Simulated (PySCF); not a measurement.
A GIAO shielding run with PySCF 2.14.0 with density-fitted response routines (density fitting, non-relativistic, gas phase) on `C=C(CF)[SiH2]N`, C$_{3}$H$_{8}$FNSi:

```
$ OMP_NUM_THREADS=1 python probes_run.py task.json out

{"job": {"kind": "nmr", "xc": "BHandHLYP", "basis": "pcSseg-1", "pop": false}, "charge": 0, "multiplicity": 1}
C     -1.578861     0.772659    -1.078180
C     -1.012167    -0.062195    -0.198357
C     -1.762374    -1.248246     0.326540
F     -3.035072    -1.328206    -0.173223
Si     0.749288     0.231405     0.394254
N      1.842538    -0.355417    -0.813724
H     -2.599743     0.606708    -1.437261
H     -1.046089     1.646203    -1.466061
H     -1.821556    -1.204038     1.429699
H     -1.231075    -2.185040     0.070561
H      0.870195    -0.420436     1.745979
H      1.001000     1.691541     0.580197
H      1.627707    -1.222621    -1.293164
H      2.843483    -0.255817    -0.685341
```

Hardware: 1 thread of an Arm Neoverse V2, shared host.

**Question.** How large is the calculation?

**Answer.** 56 electrons, 149 basis functions and 791 auxiliary functions.

**Question.** How long does it take, and how much memory does it need?

**Answer.** 12 s of wall time, with 13 SCF cycles and 6 response iterations; peak memory 0.84 GiB. Times on a shared host scatter by some tens of per cent.

**Question.** And these other runs on the same molecule and hardware: GIAO shielding at B97-2/pcSseg-1; GIAO shielding at CAM-B3LYP/pcSseg-1; GIAO shielding at LC-wPBE/pcSseg-1; GIAO shielding at PBE0/6-31G; GIAO shielding at PBE0/STO-3G; GIAO shielding at PBE0/pcSseg-1?

**Answer.** B97-2/pcSseg-1: 149 functions, 13 s; CAM-B3LYP/pcSseg-1: 149 functions, 17 s; LC-wPBE/pcSseg-1: 149 functions, 23 s; PBE0/6-31G: 74 functions, 7.9 s; PBE0/STO-3G: 42 functions, 4 s; PBE0/pcSseg-1: 149 functions, 13 s.
